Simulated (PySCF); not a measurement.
**S²⁺: excitation energy**

S²⁺ [Ne] 3s2 3p2 (3P) → S²⁺ [Ne] 3s2 3p1 4s1 (3P), as a difference of total energies. Calculation: PySCF 2.14, in x2c-TZVPPall with one added diffuse shell each of s, p, d type (6s6p4d1f, 51 functions); scalar relativity by spin-free X2C-1e. Correlated levels: valence: [Ne] frozen. The calculations carry no spin-orbit coupling.

| method | excitation energy (eV) |
| --- | --- |
| UHF | 17.883 |
| MP2 (valence) | 17.973 |
| SCS-MP2 (valence) | 17.952 |
| CCSD (valence) | 17.964 |
| CCSD(T) (valence) | 17.928 |

Problem. How much does correlation contribute at CCSD(T) (valence)?

Solution. 17.928 − (17.883) = 0.045 eV, measured against UHF.

A first-order spin-orbit estimate (lowest level to lowest level, LS coupling) adds -0.007 eV.

The promoted electron is Rydberg-like, and one or two diffuse shells describe it only roughly, which tends to raise the upper state.

The coupled-cluster amplitudes are large for the upper state (T1 above 0.03 or a double amplitude above 0.15), so a single reference is strained.
